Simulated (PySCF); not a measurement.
Structure problem from calculated spectra and properties.

Elements present: B, C, H and N. Monoisotopic mass: 96.0859 u.

* Dipole: 6.85 D [wB97X-D/def2-SVPD]
* Couplings: largest of the computed one-bond spin–spin couplings (means over like bonds): 13C–1H +172.0, 13C–1H +151.8, 13C–1H +148.6, 13C–1H +147.8 (×3), 11B–1H +110.9, 13C–11B +74.5, 15N–1H -72.5, 15N–1H -71.9 Hz [B3LYP/pcJ-1, spin–dipole term left out for some pairs]
* Triplet: lowest triplet excitation (Tamm–Dancoff): 4.50 eV [TDA wB97X-D/def2-SVPD]
* NMR, other nuclei: isotropic shieldings of nuclei other than C and H, by class: 120 (1 B), -77 (1 N), 214 (1 N) ppm [GIAO CAM-B3LYP/pcSseg-1]
* 13C NMR: chemical shifts (computed TMS as zero) by class: 162.1 (1 C), 135.5 (1 C), 119.5 (1 C), 31.9 (1 C) ppm [GIAO CAM-B3LYP/pcSseg-1]
* Polarisability: 77.2 au [wB97X-D/def2-SVPD]
* Rotational structure: rotational constants A, B, C: 2.988, 2.075, 1.336 GHz [PBE0-D3(BJ)/def2-SVP]

The electronic properties come from PySCF, for the isolated species, density fitting. Levels stand in brackets. The structure is a single PBE0-D3(BJ)/def2-SVP conformer in the gas phase; no vibrational or solvent corrections. NMR values are class means; diastereotopic atoms form classes of their own.

Question: Which formula fits the mass and the elements?

Answer: C4H9BN2 (calculated 96.0859). No other formula that holds each of these elements comes within 0.0003 u with a fitting electron parity and a possible valence count.

Question: Give a SMILES that accounts for the data.

Answer: Numbering: `[CH2:1]=[CH:2][B@H-:3]([C:4]#[N:5])[NH2+:6][CH3:7]`. 4 carbons fall into 4 classes; from least to most shielded: alkene CH carbon [C2] (162.1 ppm), cyano carbon [C4] (135.5 ppm), terminal =CH2 carbon [C1] (119.5 ppm), N-methyl carbon [C7] (31.9 ppm). The other shieldings belong to: 120 ppm, four-coordinate boron [B3]; -77 ppm, cyano nitrogen [N5]; 214 ppm, nitrogen bonded to B, C and 2 H [N6]. The couplings run between: +172.0 Hz, terminal =CH2 carbon [C1] and its hydrogen; +151.8 Hz, terminal =CH2 carbon [C1] and its hydrogen; +148.6 Hz, alkene CH carbon [C2] and its hydrogen; +147.8 Hz, N-methyl carbon [C7] and its hydrogen (with 2 like pairs); +110.9 Hz, four-coordinate boron [B3] and its hydrogen; +74.5 Hz, cyano carbon [C4] and four-coordinate boron [B3]; -72.5 Hz, nitrogen bonded to B, C and 2 H [N6] and its hydrogen; -71.9 Hz, nitrogen bonded to B, C and 2 H [N6] and its hydrogen. The optimised geometry has point group C1 and is an asymmetric top. Structure: `C=C[B@H-](C#N)[NH2+]C`. Computed isomers that give other values at the same levels: `C=C[C@@H]1CNBN1` (13C chemical shifts (computed TMS as zero) by class: 157.3 (1 C), 122.2 (1 C), 63.2 (1 C), 53.5 (1 C) ppm); `CC#CB(N)NC` (13C chemical shifts (computed TMS as zero) by class: 105.7 (1 C), 88.3 (1 C), 32.2 (1 C), 4.2 (1 C) ppm); `C#CB(N)N(C)C` (13C chemical shifts (computed TMS as zero) by class: 97.0 (1 C), 92.7 (1 C), 38.8 (2 C) ppm). The assignments are read from this structure; whether some other isomer fits the data as well wasn't checked. The mirror image fits equally.

Conformer computed: `[CH2:1]=[CH:2][B@H-:3]([C:4]#[N:5])[NH2+:6][CH3:7]`: C1–C2–B3–C4 120°, C2–B3–N6–C7 -179°.
